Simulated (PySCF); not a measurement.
pentalene (C8H6), SMILES C1C2C(=CC=1)C=CC=2.

Coordinates come from a ωB97X-D3(BJ)/def2-SVP optimisation.

Two levels are set side by side: TDA-PBE/def2-SVPD (PySCF) and TDA-LC-ωPBE/def2-SVPD (PySCF). Vertical, same geometry. The lowest singlet is HOMO→LUMO 98 % with PBE and HOMO→LUMO 98 % with the other functional; states are paired by order. Differences are taken from unrounded values.

```
quantity                               TDA-LC-ωPBE  TDA-PBE  TDA-PBE minus TDA-LC-ωPBE
-------------------------------------  -----------  -------  -------------------------
lowest singlet excitation (eV)                2.32     1.68                      -0.63
lowest triplet excitation (TDA) (eV)          1.11     0.94                      -0.17
first bright state (f over 0.05) (eV)         4.44     3.85                      -0.59
its oscillator strength                       0.18     0.11                      -0.08
```

Functionals without exact exchange tend to place singlet excitations lower, as here. Differences between two approximate levels are no errors against the true value.

Rough cost on one machine, each run with all the roots and properties that it gave: TDA-LC-ωPBE against TDA-PBE about 3 times.
